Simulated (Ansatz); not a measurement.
Total energies of CdMeBr (CH₃BrCd) from Ansatz at PBE0-D4/def2-TZVP, gas phase (1 Eh = 27.2114 eV = 2625.5 kJ/mol). The reference geometry is relaxed at PBE0-D4/def2-TZVP.

```csv
state,geometry,energy (Eh)
charge 0 singlet,reference,-2781.54785
charge 1 doublet,reference,-2781.17884
free Cd atom (singlet),–,-167.77479
free C atom (triplet),–,-37.80537
free H atom (doublet),–,-0.50104
free Br atom (doublet),–,-2573.81189
```

In the def2 sets Cd takes a core potential; there is no spin–orbit coupling.

Question: Work out the vertical ionisation energy to the doublet.

Answer: E(charge 1 doublet) − E(charge 0 singlet) = -2781.17884 − (-2781.54785) = 0.36901 Eh = 10.04 eV. For comparison, −ε of the highest occupied level is 7.89 eV at this level, 2.15 eV less.

Question: What is the binding energy per atom against free atoms?

Answer: Atoms: 1 × (-167.77479) + 1 × (-37.80537) + 3 × (-0.50104) + 1 × (-2573.81189) = -2780.89517 Eh. Binding: -2780.89517 − (-2781.54785) = 0.65268 Eh = 17.76 eV, or 2.96 eV for each of 6 atoms (no zero-point energy, no counterpoise term).
